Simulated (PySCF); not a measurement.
Hf: excitation energy

Hf [Xe] 4f14 5d2 6s2 (3F) → Hf [Xe] 4f14 5d2 6s1 6p1 (high-spin determinant), as a difference of total energies. Calculation: PySCF 2.14, in aug-cc-pwCVDZ-PP with ECP60MDF (6s6p5d3f, 70 functions); scalar relativity through the core potential. Correlated levels: valence: 5s2 5p6 frozen. The calculations carry no spin-orbit coupling.

| method | excitation energy (eV) |
| --- | --- |
| UHF | 1.207 |
| MP2 (valence) | 2.041 |
| SCS-MP2 (valence) | 2.324 |
| CCSD (valence) | 2.155 |
| CCSD(T) (valence) | 2.192 |

**Question.** How much does correlation contribute at CCSD(T) (valence)?

**Answer.** 2.192 − (1.207) = 0.985 eV, measured against UHF.

The coupled-cluster amplitudes are large for the upper state (T1 above 0.03 or a double amplitude above 0.15), so a single reference is strained.

The determinant of the upper state mixes LS terms, which raises its energy above the lowest term, most at the Hartree-Fock and MP2 levels.
